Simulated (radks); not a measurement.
These are the eigenvalues of the occupied orbitals of an atom or ion with whole-number occupations (eV). Method: scalar-relativistic Kohn-Sham, r2SCAN, spin-polarised, spherical densities, finite nucleus; meta-GGA in the generalised Kohn-Sham scheme; Fermi nuclear charge, rms radius of each element as measured or else 0.836 A^(1/3) + 0.57 fm; computed with a radial shooting solver on a logarithmic mesh with Libxc functionals.

1s: -26594.90
2s: -3978.701
2p: -3569.054
3s: -762.7032
3p: -627.2673
3d: -415.7827
4s: -127.6650
4p: -87.8407
4d: -30.7501

Which element is it, and in what charge state? The configuration may be excited. Open shells, if any, are filled with parallel spins first.

Answer. Z = 48, cadmium, charge +2: Cd2+ in [Kr] 4d10. The list shows which subshells hold electrons but not how many an open one holds; the 1s level, -977.34 hartree, gives Z - s = 44.2 by -(Z - s)^2/2, which with screening and relativity narrows Z to a few neighbours, and the depths of the outer levels then fix element, charge and occupations together.
